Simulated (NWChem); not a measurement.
# C₅H₄N, doublet; SMILES c1c[c]ccn1

Results from NWChem. Pople sets run with spherical d functions. Spin-unrestricted. Medium grid unless said otherwise, to which SCAN and Minnesota functionals are sensitive. In the optimisation the excess spin sits in a1 (C2v, its own frame). Structure relaxed at the PBE-D3(BJ)/def2-SVP, spin-unrestricted level. No frequency run checked for a minimum. No stability test was run on the SCF state.

### Question
Order these by “dipole (D)”, lowest first: SCAN/6-31G*; CAM-B3LYP/6-31G*; RPBE/6-31G*.

### Answer
RPBE/6-31G* (0.95), SCAN/6-31G* (1.18), CAM-B3LYP/6-31G* (1.23)
